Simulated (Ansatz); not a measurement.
Program: Ansatz. Geometries: PBE0-D4/def2-TZVP. ΔE: electronic, gas phase. CBS: MP2 limit from def2 TZ/QZ plus the TZ coupled-cluster correction, frozen cores. This one scheme is used for every species. DFT in def2-TZVPP. B3LYP here is the variant with VWN-RPA as its local correlation; programs differ in this. One conformer a species, not always the lowest.

Reaction (adduct formation): CH₃NH₂ + `OB(O)O` → `C[NH2+][B-](O)(O)O`

```json
{"level": "PBE-D4", "ΔE (kJ/mol)": "-23.1", "difference from CCSD(T)/CBS": "1.2"}
{"level": "r2SCAN-D4", "ΔE (kJ/mol)": "-24.2", "difference from CCSD(T)/CBS": "0.1"}
{"level": "PBE0-D4", "ΔE (kJ/mol)": "-24.9", "difference from CCSD(T)/CBS": "-0.6"}
{"level": "B3LYP-D4", "ΔE (kJ/mol)": "-13.9", "difference from CCSD(T)/CBS": "10.4"}
{"level": "ωB97X-V", "ΔE (kJ/mol)": "-25.4", "difference from CCSD(T)/CBS": "-1.1"}
{"level": "ωB97M-V", "ΔE (kJ/mol)": "-25.1", "difference from CCSD(T)/CBS": "-0.8"}
{"level": "B2PLYP", "ΔE (kJ/mol)": "-10.0", "difference from CCSD(T)/CBS": "14.3"}
{"level": "PBE", "ΔE (kJ/mol)": "-11.7", "difference from CCSD(T)/CBS": "12.6"}
{"level": "r2SCAN", "ΔE (kJ/mol)": "-21.0", "difference from CCSD(T)/CBS": "3.3"}
{"level": "PBE0", "ΔE (kJ/mol)": "-15.2", "difference from CCSD(T)/CBS": "9.1"}
{"level": "B3LYP", "ΔE (kJ/mol)": "3.8", "difference from CCSD(T)/CBS": "28.1"}
{"level": "HF/def2-TZVPP", "ΔE (kJ/mol)": "22.2", "difference from CCSD(T)/CBS": "46.5"}
{"level": "MP2/def2-TZVPP", "ΔE (kJ/mol)": "-30.5", "difference from CCSD(T)/CBS": "-6.2"}
{"level": "SCS-MP2/def2-TZVPP", "ΔE (kJ/mol)": "-20.5", "difference from CCSD(T)/CBS": "3.8"}
{"level": "CCSD/def2-TZVPP", "ΔE (kJ/mol)": "-21.1", "difference from CCSD(T)/CBS": "3.2"}
{"level": "CCSD(T)/def2-TZVPP", "ΔE (kJ/mol)": "-27.4", "difference from CCSD(T)/CBS": "-3.1"}
{"level": "HF/def2-QZVPP", "ΔE (kJ/mol)": "25.0", "difference from CCSD(T)/CBS": "49.3"}
{"level": "MP2/def2-QZVPP", "ΔE (kJ/mol)": "-27.8", "difference from CCSD(T)/CBS": "-3.5"}
{"level": "SCS-MP2/def2-QZVPP", "ΔE (kJ/mol)": "-17.5", "difference from CCSD(T)/CBS": "6.8"}
{"level": "HF/CBS(def2)", "ΔE (kJ/mol)": "25.4", "difference from CCSD(T)/CBS": "49.7"}
{"level": "MP2/CBS(def2)", "ΔE (kJ/mol)": "-27.4", "difference from CCSD(T)/CBS": "-3.1"}
{"level": "CCSD/CBS(def2)", "ΔE (kJ/mol)": "-18.0", "difference from CCSD(T)/CBS": "6.3"}
{"level": "CCSD(T)/CBS", "ΔE (kJ/mol)": "-24.3", "difference from CCSD(T)/CBS": "0"}
```

Largest T1 diagnostic among the species: 0.012.

In def2-TZVPP, CCSD(T) changes the Hartree–Fock value by −49.6 kJ/mol (the triples alone add −6.3 kJ/mol) and MP2 by −52.7 kJ/mol. From PBE to PBE0 (25 % exact exchange), in def2-TZVPP and without D4, ΔE moves by −3.5 kJ/mol.

CCSD(T)/CBS has its own doubt, a few kJ/mol and more with outer-core shells, so smaller differences from it don't rank the levels.
